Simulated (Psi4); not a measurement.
Dimer: H2O (SMILES O) (first 3 atoms) with HCl (SMILES Cl); geometry from B3LYP-D3(BJ)/def2-TZVP, rigid monomers moved along the line of their centres of mass till O1···H5 is 1.66 Å.
(charge 0, multiplicity 1):
```tsv
atom	x (Å)	y (Å)	z (Å)
O	0.0409	0.3323	0.2529
H	0.7941	0.8483	-0.0558
H	0.1862	-0.5672	-0.0611
Cl	-0.2893	0.4635	3.1935
H	-0.1882	0.4246	1.8938
```

Computed with SAPT0/jun-cc-pV(D+d)Z (Psi4 1.11).

Question: Give the four SAPT terms and the total, and say what mostly holds the pair together.

Answer: electrostatics -16.67, exchange 23.19, induction -8.22, dispersion -3.17, total -4.87 kcal/mol; the largest attraction is electrostatics.
